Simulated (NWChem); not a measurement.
Molecule: SbCl3; SMILES [Sb]([Cl])([Cl])[Cl]

Computed with NWChem. The geometry was optimised at PBE0/def2-SVP. Not confirmed as a minimum by frequencies. def2 effective core potentials on Sb; no spin-orbit coupling. Ions are spin-unrestricted doublets at the neutral geometry; other ion states weren't tried.

Q: What does the run give for PBE/def2-SVP? Quantities: vertical ionisation energy, ΔSCF (eV); −ε(HOMO) (eV).

A: 
- vertical ionisation energy, ΔSCF (eV): 10.11
- −ε(HOMO) (eV): 7.22
